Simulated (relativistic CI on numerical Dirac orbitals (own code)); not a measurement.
Ba²¹⁺: computed level list

These numbers are calculated, not measured: Dirac-Coulomb-Breit CI, orbitals from a KLI potential per configuration, a model potential for QED, unscaled Slater integrals (own radial code, finite nucleus).

CI space (outside the closed core [Ar] 3d10): 4s2.4p5, 4s.4p6, 4s2.4p4.4d, 4s.4p5.4d, 4s2.4p4.4f, 4s.4p5.4f, 4p6.4d, 4s.4p4.4d2, 4s2.4p3.4d.4f, 4p6.4f, 4s2.4p4.5s, 4p5.4d2, 4p4.4d3, 4p4.4d2.4f, 4p4.4d2.5s. Double excitations out of closed p, d and f shells are left out; levels of such configurations are missing from the list, as are those of other unlisted configurations, and high levels can miss mixing partners.

The lowest level is 4s2.4p5 2P°_3/2, with 99 % of that term; Hund's rules for 4s2.4p5 give 2P° with J = 3/2, in agreement.

| No. | Configuration | Term | J | E (cm⁻¹) | % | Next component (%) | Lifetime (s) |
| --- | --- | --- | --- | --- | --- | --- | --- |
| 1 | 4s2.4p5 | 2P° | 3/2 | 0 | 99 | 1 4s.4p5.4d 2P° |  |
| 2 | 4s2.4p5 | 2P° | 1/2 | 156227 | 99 | 1 4s.4p5.4d 2P° | 1.45e-05 |
| 3 | 4s.4p6 | 2S | 1/2 | 581652 | 77 | 20 4s2.4p4.4d 2S | 5.11e-11 |
| 4 | 4p4(3P).4d | 4D | 3/2 | 688277 | 47 | 25 2D | 2.30e-09 |
| 5 | 4p4(3P).4d | 4D | 5/2 | 692035 | 59 | 15 2D | 3.58e-08 |
| 6 | 4p4(1D).4d | 2P | 1/2 | 699920 | 49 | 28 4D | 3.76e-10 |
| 7 | 4p4(3P).4d | 4D | 7/2 | 707338 | 48 | 31 4F | 1.88e-03 |
| 8 | 4p4(3P).4d | 2F | 7/2 | 731280 | 52 | 24 2G | 1.28e-03 |
| 9 | 4p4(3P).4d | 4F | 9/2 | 734709 | 74 | 24 2G | 5.45e-03 |
| 10 | 4p4(1S).4d | 2D | 3/2 | 752196 | 51 | 20 4P | 4.25e-10 |
| 11 | 4p4(3P).4d | 4P | 1/2 | 772595 | 60 | 28 2P | 1.87e-11 |
| 12 | 4p4(1S).4d | 2D | 5/2 | 795692 | 41 | 31 4P | 8.33e-09 |
| 13 | 4p4(1D).4d | 2D | 3/2 | 802361 | 35 | 27 4F | 2.10e-11 |
| 14 | 4p4(3P).4d | 4F | 5/2 | 808935 | 43 | 27 2F | 2.00e-11 |
| 15 | 4p4(3P).4d | 4D | 1/2 | 820795 | 71 | 21 2P | 1.03e-09 |
| 16 | 4p4(3P).4d | 4D | 3/2 | 842655 | 34 | 25 2P | 2.56e-08 |
| 17 | 4p4(3P).4d | 4F | 7/2 | 871699 | 52 | 27 4D | 1.97e-05 |
| 18 | 4p4(1D).4d | 2F | 5/2 | 873836 | 39 | 28 2D | 1.05e-10 |
| 19 | 4p4(1D).4d | 2G | 7/2 | 878100 | 55 | 36 2F | 2.76e-05 |
| 20 | 4p4(1D).4d | 2P | 3/2 | 885763 | 47 | 26 4P | 9.92e-10 |
| 21 | 4p4(3P).4d | 2F | 5/2 | 898884 | 55 | 23 4P | 4.09e-09 |
| 22 | 4p4(1D).4d | 2G | 9/2 | 905320 | 74 | 24 4F | 2.58e-05 |
| 23 | 4p4(1D).4d | 2D | 5/2 | 916801 | 48 | 27 2F | 2.65e-10 |
| 24 | 4p4(1D).4d | 2F | 7/2 | 939817 | 82 | 7 4F | 1.98e-05 |
| 25 | 4p4(1D).4d | 2P | 3/2 | 981121 | 41 | 28 2D | 3.50e-12 |
| 26 | 4p4(1D).4d | 2S | 1/2 | 984266 | 64 | 13 4s.4p6 2S | 1.27e-12 |
| 27 | 4p4(3P).4d | 2D | 5/2 | 1015301 | 87 | 6 2F | 1.09e-12 |
| 28 | 4p4(1D).4d | 2D | 3/2 | 1019051 | 49 | 42 2P | 1.61e-12 |
| 29 | 4p4(3P).4d | 2P | 1/2 | 1071008 | 87 | 10 2S | 1.41e-12 |
| 30 | 4p4(1S).4d | 2D | 5/2 | 1090485 | 54 | 17 2F | 2.70e-10 |
| 31 | 4p4(3P).4d | 2D | 3/2 | 1161592 | 77 | 14 2P | 1.20e-12 |
| 32 | 4s.4p5.4d | 4P° | 1/2 | 1326986 | 95 | 4 4D° | 1.21e-11 |
| 33 | 4s.4p5.4d | 4P° | 3/2 | 1340768 | 76 | 20 4D° | 1.23e-11 |
| 34 | 4s.4p5.4d | 4F° | 7/2 | 1351240 | 71 | 13 4D° | 1.83e-11 |
| 35 | 4s.4p5.4d | 4F° | 5/2 | 1353934 | 36 | 36 4D° | 1.61e-11 |
| 36 | 4s.4p5.4d | 4F° | 9/2 | 1356462 | 94 | 6 4s2.4p4.4f 4F° | 1.92e-11 |
| 37 | 4s.4p5.4d | 4P° | 5/2 | 1384588 | 47 | 23 4F° | 1.12e-11 |
| 38 | 4s.4p5.4d | 4F° | 3/2 | 1387856 | 43 | 24 2D° | 1.31e-11 |
| 39 | 4s.4p5.4d | 4D° | 1/2 | 1417324 | 61 | 29 2P° | 9.32e-12 |
| 40 | 4s.4p5.4d | 4D° | 7/2 | 1418171 | 63 | 32 2F° | 1.21e-11 |
| 41 | 4s.4p5.4d | 2D° | 5/2 | 1430738 | 37 | 30 2F° | 8.31e-12 |
| 42 | 4s.4p5.4d | 2P° | 3/2 | 1455863 | 33 | 28 2D° | 9.38e-12 |
| 43 | 4s.4p5.4d | 2F° | 7/2 | 1468772 | 78 | 10 4D° | 8.04e-12 |
| 44 | 4s.4p5.4d | 2D° | 5/2 | 1479601 | 48 | 31 2F° | 1.07e-11 |
| 45 | 4s.4p5.4d | 4F° | 3/2 | 1486683 | 31 | 26 2D° | 8.30e-12 |
| 46 | 4s.4p5.4d | 2P° | 1/2 | 1491314 | 75 | 21 4D° | 4.43e-12 |
| 47 | 4s.4p5.4d | 2D° | 3/2 | 1542451 | 48 | 24 2P° | 5.05e-12 |
| 48 | 4s.4p5.4d | 4D° | 5/2 | 1544235 | 31 | 28 2F° | 9.59e-12 |
| 49 | 4s.4p5.4d | 2D° | 5/2 | 1581732 | 40 | 36 2F° | 6.13e-12 |
| 50 | 4s.4p5.4d | 2F° | 7/2 | 1601397 | 66 | 12 4F° | 6.03e-12 |
| 51 | 4s.4p5.4d | 2P° | 3/2 | 1625805 | 38 | 31 2D° | 5.20e-12 |
| 52 | 4s.4p5.4d | 2F° | 5/2 | 1645972 | 48 | 42 2D° | 6.38e-12 |
| 53 | 4p4(3P).4f | 4F° | 9/2 | 1654699 | 51 | 26 4G° | 3.41e-12 |
| 54 | 4p4(3P).4f | 4F° | 7/2 | 1656541 | 59 | 11 4G° | 2.86e-12 |
| 55 | 4p4(3P).4f | 4G° | 11/2 | 1656559 | 72 | 28 2H° | 4.64e-12 |
| 56 | 4p4(1D).4f | 2P° | 1/2 | 1656913 | 41 | 28 4s.4p5.4d 2P° | 2.02e-12 |
| 57 | 4p4(3P).4f | 4F° | 5/2 | 1660621 | 52 | 20 2F° | 2.55e-12 |
| 58 | 4p4(3P).4f | 4D° | 3/2 | 1664711 | 27 | 22 4F° | 2.25e-12 |
| 59 | 4p4(3P).4f | 2G° | 9/2 | 1665567 | 52 | 31 2H° | 4.40e-12 |
| 60 | 4s.4p5.4d | 2D° | 3/2 | 1684544 | 28 | 22 2P° | 2.04e-12 |
| 61 | 4p4(1S).4f | 2F° | 5/2 | 1704032 | 46 | 27 4D° | 2.80e-12 |
| 62 | 4p4(3P).4f | 2F° | 7/2 | 1705733 | 45 | 28 2G° | 4.94e-12 |
| 63 | 4p4(3P).4f | 4D° | 1/2 | 1717197 | 58 | 41 4s.4p5.4d 2P° | 1.50e-12 |
| 64 | 4p4(1S).4f | 2F° | 7/2 | 1718781 | 46 | 20 4D° | 3.83e-12 |
| 65 | 4p4(1S).4f | 2F° | 5/2 | 1720215 | 37 | 33 4G° | 4.70e-12 |
| 66 | 4p4(3P).4f | 4D° | 3/2 | 1727649 | 37 | 36 4s.4p5.4d 2P° | 1.56e-12 |
| 67 | 4p4(3P).4f | 4G° | 9/2 | 1800248 | 46 | 35 4F° | 4.02e-12 |
| 68 | 4p4(3P).4f | 4F° | 3/2 | 1803102 | 54 | 25 2D° | 2.54e-12 |
| 69 | 4p4(3P).4f | 4D° | 5/2 | 1817441 | 26 | 26 4F° | 2.94e-12 |
| 70 | 4p4(3P).4f | 4G° | 7/2 | 1821242 | 47 | 25 2F° | 4.43e-12 |

Energies count from the lowest computed level; ° marks odd parity; lifetimes are radiative, by E1, M1, E2, M2, E3 decay to levels of this space only. Percentages are summed over parent terms; the parents shown are those of the largest component, closed shells are left out there.

The mean weight of the leading LS term, summed over parents, in these 70 levels is 55 %, and that of the leading jj configuration (from the same eigenvectors) 73 %, so jj coupling describes them better and the LS labels are nominal.

At this charge energies of transitions that change n are usually good to better than 1 %, and those within a shell (Δn = 0) to a few per cent.

LS names give the leading component of a level, which can be under half, so a name can repeat, a term be missing and a line seem to break the LS rules.
